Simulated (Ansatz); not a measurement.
The cluster Cu₂S, relaxed as a singlet with RKS B3LYP-D4/def2-TZVP in Ansatz, starting from the GFN1-xTB geometry. Force threshold 0.02 eV/Å.

The relaxation made no stability test and no search for a lower SCF solution. No other spin state of charge 0 was run. The structure comes from a short search, and lower isomers may exist.

Start:

| atom | x (Å) | y (Å) | z (Å) |
| --- | --- | --- | --- |
| Cu1 | -1.5272 | 1.2222 | -0.4391 |
| Cu2 | 0.0658 | -0.0374 | 0.6910 |
| S3 | 1.4613 | -1.1848 | -0.2520 |

```
step   energy (eV)  largest force component (eV/Å)  SCF passes
   1  -100119.9550                           0.478          22
   2  -100120.1913                           0.610          35
   3  -100120.5077                           0.830          34
   4  -100120.9602                           1.177          33
   5  -100121.5414                           1.320          34
   6  -100121.9892                           0.497          37
   7  -100122.0126                           0.405          30
   8  -100122.0262                           0.063          30
   9  -100122.0277                           0.008          31
```

Force components are those of the run's own axes.

End:

```xyz
3

Cu   -0.913    0.718   -0.834
Cu    0.186   -0.118    1.413
S     0.727   -0.600   -0.579
```

Bonds formed: Cu1–S3 (atoms count from 1). The end is the same structure that another start reached, the lowest one found.

No frequencies were taken in this run, so the end may be a saddle point.

It took 17 s on 4 threads of Arm Neoverse V1 on a shared host.
